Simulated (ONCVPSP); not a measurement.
**chlorine (Cl): variants of one ONCV potential**

Base potential:

```
Element                 : Cl
Generator               : ONCVPSP 4.0.1
Type                    : optimised norm-conserving Vanderbilt (ONCV)
Functional              : LDA (Perdew-Zunger)
Relativity              : scalar-relativistic
Frozen core             : [Ne]
Valence charge          : 7
Reference configuration : 3s2 3p4.75 (charge +0.25)
Partial waves           : 3s: rc 1.15 bohr, ncon 4, nbas 8, qcut 6.2 1/bohr, 2 projectors, debl 3.1 Ha; 3p: rc 1.40 bohr, ncon 4, nbas 8, qcut 6.1 1/bohr, 2 projectors, debl 1 Ha; d scattering state at 0.14 Ha: rc 1.45 bohr, ncon 4, nbas 7, qcut 7.6 1/bohr, 2 projectors, debl 0.4 Ha
Local potential         : polynomial inside 0.90 bohr (lpopt 5, dvloc0 0 Ha)
Core correction         : Teter function, fcfact 4.25, rcfact 1.35
```

Cutoffs, loose and tight: the cutoffs (Ha) at which the residual kinetic energy of the hardest occupied pseudo-wave falls to 1 and 0.1 mHa per electron. They do not see the model core or the augmentation charge, which bear on the density cutoff. Test errors are all-electron minus pseudo excitation energies from the reference, over the configurations 3s2 3p5; 3s2 3p4; 3s2 3p3; 3s1 3p6. A dash means not determined; rows that change the core or the reference have their own tests.

A true bound ghost makes a file unfit for plane-wave use even where its test errors are small: the radial tests pick states by their node count and pass the ghost by.

| change | outcome | cutoff, loose | cutoff, tight | bound ghosts | GHOST(+) flags above zero | largest test error (meV) |
| --- | --- | --- | --- | --- | --- | --- |
| base | generated | 16 Ha | 45 Ha | none | s | +9.6 |
| s: rc 0.8; local potential polynomial inside 0.80 bohr (lpopt 5, dvloc0 0 Ha) | failed: optimize: ERROR ps0norm > uunorm, code will stop | – | – | – | – | – |
| s: rc 0.92 | failed: optimize: ERROR ps0norm > uunorm, code will stop | – | – | – | – | – |
| s: rc 1.02 | generated | 134 Ha | 172 Ha | s | none | +9.3 |
| s: rc 1.12 | generated | 16 Ha | 111 Ha | none | s | +9.7 |
| s: rc 1.2 | generated | 16 Ha | 21 Ha | none | s | +9.5 |
| s: rc 1.28 | generated | 16 Ha | 21 Ha | none | s | +9.4 |
| s: rc 1.36 | generated | 16 Ha | 21 Ha | none | s | +9.5 |
| s: rc 1.5 | generated | 15 Ha | 19 Ha | none | s | +10 |
| s: rc 1.56 | generated | 15 Ha | 19 Ha | none | s | +11 |
| s: rc 1.66 | generated | 14 Ha | 19 Ha | none | s | +12 |

Reading the sweep of the s radius (base included, trends over the rows without a ghost): The loose cutoff stays near 16 Ha. The median size of the test errors (rows with all tests solved) stays near 0.8 meV. Bound ghosts are found at 1.02 bohr. The generation fails at 0.8, 0.92 bohr.
